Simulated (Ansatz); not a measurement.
**Abstraction of Cl: GeH(CH3)2Cl + CF3 → GeH(CH3)2 + CClF3**

Species: GeH(CH3)2Cl, singlet; CF3 (trifluoromethyl radical) `F[C](F)F`, doublet; GeH(CH3)2, doublet; CClF3 `FC(F)(F)Cl`, singlet. A radical takes Cl: the energy is the difference in strength between the Ge–Cl bond broken and the C–Cl bond made.

Shapes, held fixed at every level: PBE0-D4/def2-TZVP. Programs: Ansatz 0.2.0. The zero-point and thermal change to 298 K, harmonic and unscaled (PBE0-D4/def2-TZVP), is -1.4 kJ/mol.

(1) Estimate ΔH(298 K) of this reaction.

Answers

(1) The highest level, CCSD(T)/def2-TZVPP, gives ΔH(298 K) = +73.2 kJ/mol; the levels span +44.6 to +79.6. The column of differences is taken from that level and isn't an error. No measured value is set beside it here. Open shells run unrestricted. Relativity is left out for Ge. Outer-core shells of Ge are correlated in most correlated rows, in sets that cover them unevenly. Times are processor times on shared x86 and Arm servers, and rough.

```json
{"level": "MP2/def2-SVP", "kind": "perturbation theory", "ΔH(298 K) (kJ/mol)": "+61.6", "less CCSD(T)/def2-TZVPP": "-11.6", "CPU time (sum over the molecules)": "–"}
{"level": "SPW92/def2-TZVPP", "kind": "LDA", "ΔH(298 K) (kJ/mol)": "+44.6", "less CCSD(T)/def2-TZVPP": "-28.6", "CPU time (sum over the molecules)": "12 s"}
{"level": "PBE-D4/def2-TZVPP", "kind": "GGA", "ΔH(298 K) (kJ/mol)": "+63.0", "less CCSD(T)/def2-TZVPP": "-10.2", "CPU time (sum over the molecules)": "24 s"}
{"level": "r2SCAN-D4/def2-TZVPP", "kind": "meta-GGA", "ΔH(298 K) (kJ/mol)": "+74.0", "less CCSD(T)/def2-TZVPP": "+0.8", "CPU time (sum over the molecules)": "47 s"}
{"level": "PBE0-D4/def2-TZVPP", "kind": "global hybrid", "ΔH(298 K) (kJ/mol)": "+70.8", "less CCSD(T)/def2-TZVPP": "-2.4", "CPU time (sum over the molecules)": "30 s"}
{"level": "r2SCAN0-D4/def2-TZVPP", "kind": "global hybrid", "ΔH(298 K) (kJ/mol)": "+79.6", "less CCSD(T)/def2-TZVPP": "+6.4", "CPU time (sum over the molecules)": "48 s"}
{"level": "CCSD(T)/def2-SVP", "kind": "coupled cluster or CI", "ΔH(298 K) (kJ/mol)": "+60.8", "less CCSD(T)/def2-TZVPP": "-12.4", "CPU time (sum over the molecules)": "63 s"}
{"level": "CCSD(T)/def2-TZVPP", "kind": "coupled cluster or CI", "ΔH(298 K) (kJ/mol)": "+73.2", "less CCSD(T)/def2-TZVPP": "0.0", "CPU time (sum over the molecules)": "24 min"}
```
